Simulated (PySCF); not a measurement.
This script is equivalent to a calculation on I(2+) (iodine, charge +2).

```python
from pyscf import gto, scf, dft, mp, cc
import basis_set_exchange as bse
txt = bse.get_basis("def2-TZVP", elements=["I"], fmt="nwchem", header=False)
cut = txt.index("\nECP")
mol = gto.M(atom="I 0 0 0", charge=2, spin=3, symmetry="D2h",
            basis=gto.basis.parse(txt[:cut]),
            ecp={"I": gto.basis.parse_ecp(txt[cut:])})
mf = scf.UHF(mol)
mf.irrep_nelec = {'Ag': (4, 4), 'B1g': (1, 1), 'B2g': (1, 1), 'B3g': (1, 1), 'B1u': (2, 1), 'B2u': (2, 1), 'B3u': (2, 1)}
mf.kernel()
```

What total energy does it give?

-295.65756 hartree (calculated).

Which occupied shell lies highest, and where?

5p α, at -30.348 eV.

What is ⟨S²⟩, and what would a pure spin state give?

3.751, against 3.75.

Energies and moments cover only the electrons outside the core potential.
